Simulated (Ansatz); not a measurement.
# Worked example: C2Cl3F3 + C2H3F3 → C2Cl2F4 + C2H3ClF2

Species: C2Cl3F3 (1,1,2-trichlorotrifluoroethane) `FC(F)(Cl)C(F)(Cl)Cl`, singlet; C2H3F3 (1,1,1-trifluoroethane) `CC(F)(F)F`, singlet; C2Cl2F4 (dichlorotetrafluoroethane) `FC(F)(Cl)C(F)(F)Cl`, singlet; C2H3ClF2 (1-chloro-1,1-difluoroethane) `CC(F)(F)Cl`, singlet. The partners trade Cl for F; both sit on C, so the bond types are kept.

Shapes, held fixed at every level: PBE0-D4/def2-TZVP. Flexible molecules stand in one conformer, not always the lowest. Programs: Ansatz 0.2.0. The zero-point and thermal change to 298 K, harmonic and unscaled (PBE0-D4/def2-TZVP), is +0.1 kJ/mol.

At CCSD(T)/CBS estimate; 1 Eh = 2625.50 kJ/mol:

```
 species   energy (Eh)
 C2Cl3F3  -1754.785942
  C2H3F3   -377.301889
 C2Cl2F4  -1394.805845
C2H3ClF2   -737.275902
```

Problem. Work out ΔH(298 K) of the reaction at this level.

Solution. 
1. Products less reactants: (-1394.805845) + (-737.275902) − [(-1754.785942) + (-377.301889)] = 0.006084 Eh = +16.0 kJ/mol.
2. With the thermal change: +16.0 + (+0.1) = +16.1 kJ/mol.

Other levels give +11.3 (B3LYP-D4/def2-TZVPP) to +20.1 kJ/mol (MP2/def2-SVP). No measured value is set beside it here. The CBS estimate extrapolates MP2 from def2-TZVPP and def2-QZVPP and adds CCSD(T) − MP2 in the triple-zeta set, cores frozen.
